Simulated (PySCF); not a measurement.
These are B3LYP-D3(BJ)/def2-TZVP run with PySCF 2.14.0 values and carry that method's errors. Isolated molecules, 0 K electronic values unless said otherwise. One relaxed conformer stands for a flexible species; it need not be the lowest. B3LYP has the VWN-RPA correlation part, as in Gaussian. 

Reference species (SMILES): `C#C[SiH3]` (neutral, multiplicity 1).

```json
{
 "HOMO": "-8.08 eV",
 "LUMO": "-0.29 eV"
}
```

Changed species: `[SiH]C=C` (C–C–Si–H torsion 179°).

Question: What does the change do to the HOMO and LUMO?

Answer: the HOMO rises by 1.89 eV, to -6.19 eV; the LUMO drops by 2.62 eV, to -2.91 eV.
